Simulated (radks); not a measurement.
Results of a calculation; reference values are marked as such.
Ba2+, 54 electrons, occupied as [Kr] 4d10 5s2 5p5.75 4f0.25 (fractional occupations, a model configuration).

Code: a radial shooting solver on a logarithmic mesh with Libxc functionals. Model: scalar-relativistic Kohn-Sham, LDA (Slater exchange, VWN5 correlation), spin-unpolarised, spherical densities, finite nucleus; Fermi nuclear charge, rms radius 4.8378 fm.

Energy parts (hartree):
part                       energy
total                  -8128.2355
kinetic                 8577.8412
electron-nucleus      -19649.7883
Hartree                 3134.6450
exchange-correlation    -190.9334

Orbitals (lengths in bohr, moments of r in powers of bohr; r(90%) holds 90 % of the orbital's charge):
| orbital | occ. | eigenvalue (hartree) | <r> | <1/r> | <r^2> | r(90%) |
|---|---|---|---|---|---|---|
| 1s | 2 | -1368.148 | 0.02560 | 60.64 | 0.0008899 | 0.0461 |
| 2s | 2 | -216.6623 | 0.1098 | 13.95 | 0.01423 | 0.170 |
| 2p | 6 | -194.4468 | 0.09622 | 13.27 | 0.01130 | 0.157 |
| 3s | 2 | -46.05413 | 0.2924 | 5.036 | 0.09768 | 0.429 |
| 3p | 6 | -38.92924 | 0.2902 | 4.780 | 0.09766 | 0.435 |
| 3d | 10 | -28.54814 | 0.2667 | 4.533 | 0.08398 | 0.418 |
| 4s | 2 | -9.37036 | 0.6745 | 2.085 | 0.5136 | 0.970 |
| 4p | 6 | -7.07036 | 0.7164 | 1.920 | 0.5840 | 1.04 |
| 4d | 10 | -3.72967 | 0.8020 | 1.653 | 0.7477 | 1.21 |
| 4f | 0.25 | -0.37595 | 1.516 | 0.9441 | 3.201 | 2.79 |
| 5s | 2 | -1.69080 | 1.632 | 0.8089 | 2.994 | 2.35 |
| 5p | 5.75 | -1.13684 | 1.898 | 0.6865 | 4.076 | 2.77 |
| 5d | 0 | -0.47773 | 2.793 | 0.4568 | 8.968 | 4.20 |
| 6s | 0 | -0.45499 | 3.876 | 0.3308 | 16.78 | 5.52 |

The highest occupied level is 4f at -10.230 eV. The configuration is held as typed, so some empty levels lie below it. Summed over all electrons, <r^2> = 43.95 bohr^2, which gives a Langevin (diamagnetic) susceptibility term of -34.8 x 10^-6 cm^3/mol.

Run on one thread of a shared host, so times are rough (Arm Neoverse N1): 0.17 s of CPU time, 0.17 s wall, 14 iterations on 2299 mesh points.
